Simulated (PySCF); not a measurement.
H2OsO: from structure and modes to constants

These are results of UPBE0 in PySCF with Os def2-TZVP with ECP60, O def2-TZVP, H def2-TZVP; scalar-relativistic core potentials, no spin–orbit coupling; density-fitted integrals, not measurements.

The triplet minimum has Cs symmetry. Masses (u): Os 191.96148, O 15.99492, H 1.00782.

```xyz
4
charge 0 multiplicity 3, angstrom
Os   -0.0106    0.1232    0.0000
O     0.0000   -1.5568    0.0000
H     1.0098    0.6252   -1.1205
H     1.0098    0.6252    1.1205
```

Harmonic wavenumbers (cm⁻¹): 609.6 (a', ×1), 613.0 (a'', ×1), 677.0 (a', ×1), 1018.1 (a', ×1), 2246.3 (a'', ×1), 2274.9 (a', ×1).

(1) Find the vibrational entropy and heat capacity at 298.15 K.

(2) Give the standard entropy (298.15 K, 1 bar) by its translational, rotational, vibrational and spin parts, and Cp.

Answers

(1) With u = 1.43878 ω/T, each mode gives S = R[u/(eᵘ−1) − ln(1−e⁻ᵘ)] and C = R u² eᵘ/(eᵘ−1)².
| ω (cm⁻¹) | u | S (J/(mol K)) | C (J/(mol K)) |
| --- | --- | --- | --- |
| 609.6 | 2.942 | 1.81 | 4.23 |
| 613.0 | 2.958 | 1.79 | 4.20 |
| 677.0 | 3.267 | 1.40 | 3.66 |
| 1018.1 | 4.913 | 0.36 | 1.50 |
| 2246.3 | 10.840 | 0.00 | 0.02 |
| 2274.9 | 10.978 | 0.00 | 0.02 |
The sums over all modes are S = 5.4 and C = 13.6 J/(mol K); the softest mode gives 34 % of the entropy.

(2) Sackur–Tetrode with M = 209.97 u gives 175.5; rotation with symmetry number 1 gives 86.5; vibration 5.4; spin R ln 3 = 9.1. The total is 276.5 J/(mol K), and Cp = 4 R + 13.6 = 46.9 J/(mol K).

This need not be the most stable arrangement of these atoms. With open d or f shells other occupations or spin states may lie lower. Spin–orbit coupling, left out here, can matter for elements this heavy.
